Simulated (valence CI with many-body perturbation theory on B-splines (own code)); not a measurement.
Sn35+: electric-dipole lines

Calculated by valence CI with perturbative core correlation (CI+MBPT): five valence electrons over a frozen Dirac-Fock core [Ne], radial functions for each j: 11 s, 11 p, 10 d, 8 f, 5 g, 2 h, with the one-electron correlation potential Σ1, the two-electron term Σ2, the three-electron term Σ3, Breit, model QED; selected CI, second order for the rest, scaled by the run's own slope (own B-spline code, finite nucleus).

No measured spectrum was set against this ion. As an estimate, large intervals hold to a few tenths of a per cent, small ones and those within an open d or f shell to about a per cent. Among the levels kept, up to 4300 cm⁻¹ of a level comes from second order outside the variational space, and about a tenth of that is noise between levels of different J, which matters for small intervals.

Lines 151 to 200 of 569 in falling wavelength, among levels below 454.31 eV, chosen from the strongest by gf and those to the six lowest levels. Wavelengths and rates use the calculated energies. Electric multipoles are in the length gauge with retardation, E1 and E2 with the static RPA response of the core. Weak lines are less certain than strong ones. Lines between different terms over intervals too small for the method are left out, as are lines whose strength nearly cancels. Where a level lies close to another of its J and parity, the split of strength between their lines is uncertain. The highest levels of a list are the least certain.

Levels are named by their leading jj configuration (3d3/2^4 stands for four electrons in 3d with j = 3/2), which in mixed levels can hold well under half, so a name can repeat and another be missing. Letters in brackets count levels of one name in rising energy.

```
λ vac (nm)                               Upper                               Lower   A (s⁻¹)  S (a.u.)
     7.580  (3s 3p1/2 3p3/2^2 3d5/2) J=5/2 [h]        (3s 3p1/2 3p3/2^3) J=3/2 [b]  1.50e+11  1.94e-01
     7.579  (3s^2 3p1/2 3p3/2 3d5/2) J=3/2 [a]          (3s^2 3p1/2 3p3/2^2) J=3/2  7.57e+10  6.50e-02
     7.572  (3s 3p1/2 3p3/2^2 3d3/2) J=5/2 [b]          (3s^2 3p1/2^2 3d5/2) J=5/2  2.42e+10  3.10e-02
     7.570      (3s 3p1/2^2 3d3/2 3d5/2) J=9/2      (3s 3p1/2^2 3p3/2 3d3/2) J=7/2  5.78e+10  1.24e-01
     7.569          (3s^2 3p3/2 3d5/2^2) J=1/2          (3s^2 3p3/2^2 3d3/2) J=1/2  3.96e+10  1.70e-02
     7.568  (3s 3p1/2 3p3/2^2 3d3/2) J=7/2 [b]  (3s^2 3p1/2 3p3/2 3d3/2) J=5/2 [a]  2.18e+10  3.74e-02
     7.554  (3s 3p1/2 3p3/2^2 3d3/2) J=3/2 [e]  (3s^2 3p1/2 3p3/2 3d5/2) J=5/2 [a]  2.16e+10  1.84e-02
     7.548  (3s 3p1/2^2 3d3/2 3d5/2) J=3/2 [a]  (3s 3p1/2^2 3p3/2 3d3/2) J=1/2 [a]  1.76e+10  1.49e-02
     7.544            (3s 3p3/2^3 3d5/2) J=3/2          (3s^2 3p3/2^2 3d3/2) J=1/2  1.98e+10  1.67e-02
     7.544      (3s^2 3p1/2 3d3/2 3d5/2) J=9/2      (3s^2 3p1/2 3p3/2 3d3/2) J=7/2  1.18e+11  2.50e-01
     7.540  (3s 3p1/2 3p3/2^2 3d5/2) J=5/2 [e]  (3s^2 3p1/2 3p3/2 3d3/2) J=3/2 [b]  7.42e+10  9.42e-02
     7.538  (3s 3p1/2^2 3d3/2 3d5/2) J=3/2 [a]  (3s 3p1/2^2 3p3/2 3d3/2) J=3/2 [a]  2.47e+10  2.09e-02
     7.533     (3s^2 3p3/2 3d3/2 3d5/2) J=11/2          (3s^2 3p3/2^2 3d5/2) J=9/2  6.87e+10  1.74e-01
     7.533  (3s 3p1/2 3p3/2^2 3d5/2) J=1/2 [b]        (3s 3p1/2 3p3/2^3) J=3/2 [a]  5.73e+10  2.42e-02
     7.527  (3s 3p1/2 3p3/2^2 3d5/2) J=5/2 [b]  (3s^2 3p1/2 3p3/2 3d5/2) J=7/2 [a]  4.64e+10  5.86e-02
     7.525  (3s 3p1/2 3p3/2^2 3d5/2) J=3/2 [e]  (3s^2 3p1/2 3p3/2 3d5/2) J=3/2 [b]  8.52e+10  7.17e-02
     7.521  (3s^2 3p1/2 3p3/2 3d3/2) J=3/2 [b]          (3s^2 3p1/2 3p3/2^2) J=3/2  2.43e+08  2.04e-04
     7.521          (3s^2 3p1/2 3d5/2^2) J=9/2      (3s^2 3p1/2 3p3/2 3d5/2) J=9/2  1.01e+11  2.12e-01
     7.520  (3s^2 3p3/2 3d3/2 3d5/2) J=3/2 [a]      (3s^2 3p1/2 3p3/2 3d5/2) J=1/2  4.92e+10  4.13e-02
     7.507  (3s^2 3p3/2 3d3/2 3d5/2) J=7/2 [d]          (3s^2 3p3/2^2 3d3/2) J=5/2  8.69e+09  1.45e-02
     7.505       (3p1/2^2 3p3/2^2 3d5/2) J=9/2      (3s 3p1/2^2 3p3/2 3d5/2) J=9/2  1.24e+10  2.59e-02
     7.505          (3s^2 3p3/2 3d5/2^2) J=3/2          (3s^2 3p3/2^2 3d5/2) J=3/2  3.15e+10  2.63e-02
     7.500  (3s^2 3p3/2 3d3/2 3d5/2) J=5/2 [b]      (3s^2 3p3/2^2 3d3/2) J=3/2 [a]  2.71e+10  3.39e-02
     7.499  (3s 3p1/2 3p3/2^2 3d3/2) J=7/2 [c]      (3s^2 3p1/2 3p3/2 3d3/2) J=7/2  4.23e+10  7.04e-02
     7.499  (3s 3p1/2 3p3/2^2 3d5/2) J=3/2 [c]  (3s^2 3p1/2 3p3/2 3d5/2) J=3/2 [a]  6.92e+10  5.76e-02
     7.497  (3s 3p1/2 3p3/2^2 3d5/2) J=1/2 [c]  (3s^2 3p1/2 3p3/2 3d3/2) J=1/2 [c]  4.47e+10  1.86e-02
     7.487  (3s 3p1/2 3p3/2^2 3d5/2) J=7/2 [b]  (3s^2 3p1/2 3p3/2 3d5/2) J=7/2 [a]  7.10e+10  1.18e-01
     7.484          (3s^2 3p3/2 3d5/2^2) J=9/2          (3s^2 3p3/2^2 3d3/2) J=7/2  7.62e+10  1.58e-01
     7.483  (3s 3p1/2 3p3/2^2 3d5/2) J=5/2 [e]  (3s^2 3p1/2 3p3/2 3d5/2) J=3/2 [a]  4.24e+10  5.27e-02
     7.482  (3s 3p1/2^2 3p3/2 3d3/2) J=5/2 [b]          (3s^2 3p1/2^2 3d3/2) J=3/2  8.05e+10  9.98e-02
     7.478  (3s^2 3p3/2 3d3/2 3d5/2) J=5/2 [b]          (3s^2 3p3/2^2 3d3/2) J=5/2  3.77e+10  4.67e-02
     7.476  (3s 3p1/2^2 3d3/2 3d5/2) J=7/2 [b]      (3s 3p1/2^2 3p3/2 3d3/2) J=7/2  1.99e+10  3.29e-02
     7.469            (3s 3p3/2^3 3d3/2) J=3/2      (3s^2 3p3/2^2 3d3/2) J=3/2 [b]  1.06e+11  8.75e-02
     7.468          (3s^2 3p3/2 3d5/2^2) J=5/2          (3s^2 3p3/2^2 3d5/2) J=3/2  1.49e+11  1.83e-01
     7.463  (3s 3p1/2 3p3/2^2 3d3/2) J=5/2 [f]  (3s^2 3p1/2 3p3/2 3d3/2) J=3/2 [b]  2.46e+10  3.03e-02
     7.462          (3s^2 3p1/2 3d5/2^2) J=7/2  (3s^2 3p1/2 3p3/2 3d3/2) J=5/2 [b]  1.67e+11  2.75e-01
     7.450  (3s 3p1/2^2 3d3/2 3d5/2) J=5/2 [b]      (3s 3p1/2^2 3p3/2 3d3/2) J=7/2  2.04e+10  2.50e-02
     7.442  (3s 3p1/2 3p3/2^2 3d5/2) J=7/2 [b]  (3s^2 3p1/2 3p3/2 3d5/2) J=5/2 [a]  1.03e+10  1.67e-02
     7.439  (3s^2 3p3/2 3d3/2 3d5/2) J=5/2 [d]      (3s^2 3p3/2^2 3d5/2) J=5/2 [a]  1.71e+10  2.09e-02
     7.421  (3s 3p1/2 3p3/2^2 3d5/2) J=7/2 [c]  (3s^2 3p1/2 3p3/2 3d5/2) J=7/2 [a]  2.74e+10  4.42e-02
     7.418        (3s 3p1/2 3p3/2^3) J=3/2 [b]          (3s^2 3p1/2 3p3/2^2) J=1/2  4.66e+10  3.75e-02
     7.412  (3s 3p1/2 3p3/2^2 3d5/2) J=3/2 [f]        (3s 3p1/2 3p3/2^3) J=3/2 [b]  5.39e+10  4.34e-02
     7.412  (3s 3p1/2 3p3/2^2 3d5/2) J=3/2 [d]  (3s^2 3p1/2 3p3/2 3d3/2) J=1/2 [c]  3.66e+10  2.94e-02
     7.410  (3s 3p1/2 3p3/2^2 3d3/2) J=3/2 [h]  (3s^2 3p1/2 3p3/2 3d3/2) J=3/2 [b]  8.82e+10  7.08e-02
     7.409  (3s 3p1/2 3p3/2^2 3d3/2) J=3/2 [g]  (3s^2 3p1/2 3p3/2 3d5/2) J=3/2 [a]  4.52e+10  3.63e-02
     7.398  (3s^2 3p3/2 3d3/2 3d5/2) J=3/2 [d]      (3s^2 3p3/2^2 3d3/2) J=3/2 [b]  2.36e+10  1.89e-02
     7.395        (3s 3p3/2^3 3d5/2) J=7/2 [c]      (3s^2 3p3/2^2 3d5/2) J=5/2 [a]  4.76e+10  7.60e-02
     7.393  (3s 3p1/2 3p3/2^2 3d3/2) J=5/2 [d]        (3s 3p1/2 3p3/2^3) J=3/2 [a]  5.21e+10  6.24e-02
     7.383  (3s 3p1/2^2 3p3/2 3d5/2) J=7/2 [a]          (3s 3p1/2^2 3p3/2^2) J=5/2  3.72e+10  5.91e-02
     7.383  (3s 3p1/2 3p3/2^2 3d3/2) J=1/2 [d]  (3s^2 3p1/2 3p3/2 3d3/2) J=1/2 [b]  4.85e+10  1.93e-02
```
